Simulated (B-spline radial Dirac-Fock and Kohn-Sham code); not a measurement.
The Se-like isoelectronic sequence (34 electrons), Z = 66 to 73

The computed values come from a radial finite-basis atomic code: Dirac-Fock energy differences between relaxed states, corrected for Breit and QED terms. Binding energies in eV, tabulated ground configurations ([Ar] 3d10 4s2 4p4 throughout). Electron correlation is not included.

```
  ion       1s   3d3/2   3d5/2      4s  outermost level  NIST ionisation energy
Dy³²⁺  55062.5  2548.8  2511.8  1459.4      1340.9 (4p)                1325 ± 4
Ho³³⁺  56964.3  2678.6  2638.7  1536.9      1413.0 (4p)                1395 ± 5
Er³⁴⁺  58905.1  2811.5  2768.6  1616.5      1486.9 (4p)                1468 ± 5
Tm³⁵⁺  60886.2  2947.6  2901.5  1698.2      1562.8 (4p)                1542 ± 5
Yb³⁶⁺  62907.1  3087.0  3037.4  1782.0      1640.5 (4p)                1618 ± 5
Lu³⁷⁺        ?       ?       ?       ?                ?                       ?
Hf³⁸⁺  67073.4  3375.2  3318.2  1956.2      1801.8 (4p)                1776 ± 4
Ta³⁹⁺  69219.6  3524.1  3463.2  2046.7      1885.3 (4p)                1857 ± 4
```

Question: Fill in the row of Lu³⁷⁺.

Answer: 1s 64969.2, 3d3/2 3229.5, 3d5/2 3176.3, 4s 1868.0, outermost 1720.2 (4p), NIST 1696 ± 4 eV.

NIST's values are for the lowest levels; a dash marks a value that is missing or belongs to another shell. Their kind here: theoretical. Where a p, d or f shell is open in either ion the computed value averages over both j values and all terms, while the table refers to the lowest levels; that difference holds spin-orbit splitting (largest in heavy or highly charged ions), term energies where several electrons share open shells, and correlation, and it can reach 10 % or more.
